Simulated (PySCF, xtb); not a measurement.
GaHFCl, SMILES [GaH]([Cl])[F].

Harmonic wavenumbers (cm⁻¹) from xtb 6.7.1 with GFN2-xTB at its own minimum, in rising order: 125, 348, 385, 460, 497, 1779.

Task: What does PBE-D3(BJ)/def2-TZVP run with PySCF 2.14.0 give at its own minimum? (Estimate from the structure and the level; the computed values follow.)

Result: 163, 418, 436, 557, 661, 2008. Paired by order, the mean absolute difference is 108 cm⁻¹ and the zero-point energies are 5.1 and 6.1 kcal/mol.
